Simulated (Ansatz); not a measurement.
The first iterations of a band of ClF$_{3}$H$_{3}$NZr (9 atoms, charge 0, multiplicity 1).

Method: RKS r2SCAN/def2-SVP in Ansatz.

```yaml
movable_images: 7
climbing_image: yes
spring: 5.0 eV/Å²
optimiser: quadratic models (default)
start_path: straight line
force_threshold: 0.05 eV/Å
iteration_limit: 60
end_points: relaxed
```

Image 0:

```xyz
9
Properties=species:S:1:pos:R:3
Zr -0.629 -0.264 0.025
N -0.167 0.354 2.339
H -0.091 -0.463 2.949
H 0.712 0.869 2.432
F 0.989 -1.236 0.344
F -0.472 1.636 -0.145
F -0.888 -0.713 -1.814
Cl -2.642 -1.117 0.989
H -0.896 0.947 2.743
```

Image 8:

```xyz
9
Properties=species:S:1:pos:R:3
Zr -0.320 0.966 0.547
N -0.555 -1.178 1.692
H -0.154 -1.943 1.143
H -0.080 -1.191 2.598
F 1.471 0.683 1.162
F -0.049 2.586 -0.426
F -0.927 -0.147 -0.887
Cl -1.937 1.666 2.160
H -1.530 -1.429 1.873
```

| iteration | highest image above the first end (eV) | largest band force component (eV/Å) |
| --- | --- | --- |
| 1 | 11.861 | 30.289 |
| 2 | 2.971 | 7.397 |

Does the band converge within its limit, and where does its top end?

The forces met the threshold. It ended after 8 iterations with the highest image 0.239 eV above the first end. Another band between the same ends (7 images) ends at a top of the same energy, where a vibrational analysis finds 1 clearly imaginary mode.

The run took 84 s on 4 threads of AMD EPYC 9R45 96-Core Processor (Zen 5) (shared host), peak memory 0.24 GiB.
